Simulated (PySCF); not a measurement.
# How the method changes the constants of KRb

State: ¹Σ⁺ (singlet), closed shell. Set-up: basis K def2-SVP, Rb def2-SVP with ECP28; scalar-relativistic core potentials; PySCF 2.14. De refers to K + Rb in their ground configurations, without counterpoise correction. A positive dipole means K(−)Rb(+).

| Level | Re (Å) | ωe (cm⁻¹) | De (eV) | μ (D) |
| --- | --- | --- | --- | --- |
| RHF-MP2 | 4.107 | 76.2 | 0.306 | n/a |
| RHF-SCS-MP2 | 4.144 | 74.7 | 0.358 | n/a |
| RHF-CCSD | 4.158 | 72.5 | 0.421 | n/a |
| RHF-CCSD(T) | 4.166 | 70.8 | 0.461 | n/a |
| PBE | 4.138 | 72.3 | 0.56 | 0.49 |
| PW91 | 4.131 | 72.7 | 0.59 | 0.48 |
| r²SCAN | 4.225 | 71.8 | 0.365 | 0.45 |
| M06-L | 4.055 | 76.9 | 0.61 | -4.39 |
| B3LYP | 4.111 | 73.3 | 0.482 | 0.48 |
| PBE0 | 4.156 | 74.2 | 0.485 | 0.54 |

(1) Which functional lies closest to RHF-CCSD(T) in De, which farthest, and by how much do they differ from it?

(2) What does a quarter of exact exchange do here, going from PBE to PBE0?

(3) What does the step from GGA to meta-GGA do here, going from PBE to r²SCAN?

Correlated steps freeze 5 core orbitals. Closed-shell solutions of metal pairs were not tested for spin polarisation, which can lower them a little. Correlated levels converge slowly with the basis: in double zeta they bind strong bonds too weakly, by up to about 1 eV, and carry superposition errors of some tenths. Where the molecule has an RHF reference, its open-shell atoms are computed with UHF.

The whole job (state search and all levels along the bond) took about 1.7 min on 1 thread of Intel Xeon Platinum 8375C @ 2.90GHz (shared host), peak memory 0.59 GiB.

Results:

(1) Closest is B3LYP (-5.5 pm in Re, +3.5 % in ωe, +0.02 eV in De against RHF-CCSD(T) in the same basis), farthest M06-L (-11.1 pm in Re, +8.6 % in ωe, +0.15 eV in De). CCSD(T) converges more slowly with the basis than the functionals do and binds too weakly in this one, so the order can change at the basis-set limit.

(2) PBE0 less PBE: +1.8 pm in Re, +2.6 % in ωe, -0.08 eV in De. Exact exchange removes part of the self-interaction that spreads semilocal densities, and in most molecules shortens and stiffens the bond and lowers De; here Re goes the other way.

(3) r²SCAN less PBE: +8.7 pm in Re, -0.7 % in ωe, -0.20 eV in De.
